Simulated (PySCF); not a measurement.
IrO2, SMILES [O]=[Ir]=[O] (connectivity only; charge and spin as stated), neutral, multiplicity 4. The structure is a stationary point at PBE-D3(BJ)/def2-TZVP. The spin state was assumed, not searched. The def2 effective core potentials stand for the cores of Ir; spin–orbit coupling is left out.

Level of theory: PBE-D3(BJ)/def2-TZVP (PySCF).

Harmonic wavenumbers (cm⁻¹): 258, 859, 917. Rotational constants (GHz): 22.80, 7.146, 5.441; symmetry number 2.

Task: Work out the zero-point energy and the ideal-gas rigid-rotor harmonic-oscillator thermochemistry at 298.15 K and 1 atm.

Result: ZPE = ½ Σ hcν = ½ × 2035 cm⁻¹ = 12.17 kJ/mol. H − E(el) = 23.63 kJ/mol. Entropy in J/(mol K): translation 176.25, rotation 92.18, vibration 8.24, spin 11.53, total 288.20. G − E(el) = -62.29 kJ/mol. Cp = 44.91 J/(mol K).
